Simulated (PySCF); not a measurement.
Ligands exchanged one at a time, Ga Br-CH3. All species are isolated molecules in the gas phase. Strings in code marks are SMILES.

The HOMO–LUMO gap from two functionals at the same geometries (ωB97X-D3(BJ)/def2-TZVP), both in PySCF: PBE-D3(BJ)/def2-TZVP and ωB97X-D3(BJ)/def2-TZVP. 

```csv
species,PBE-D3(BJ)/def2-TZVP (eV)
1 of 3 Br replaced by CH3 (`[CH3][Ga]([Br])[Br]`),4.89
2 of 3 Br replaced by CH3 (`[CH3][Ga]([CH3])[Br]`),4.59
3 of 3 Br replaced by CH3 (`[CH3][Ga]([CH3])[CH3]`),4.88
```

Task: What does ωB97X-D3(BJ)/def2-TZVP give for each?

Result: 
- 1 of 3 Br replaced by CH3 (`[CH3][Ga]([Br])[Br]`): 11.24
- 2 of 3 Br replaced by CH3 (`[CH3][Ga]([CH3])[Br]`): 10.89
- 3 of 3 Br replaced by CH3 (`[CH3][Ga]([CH3])[CH3]`): 11.24
Over these rows, drawn at random from the members with no instability flagged (it was tested for open shells, ions and some series alone), PBE minus ωB97X-D3(BJ): mean -6.33 eV, from -6.36 eV to -6.30 eV.
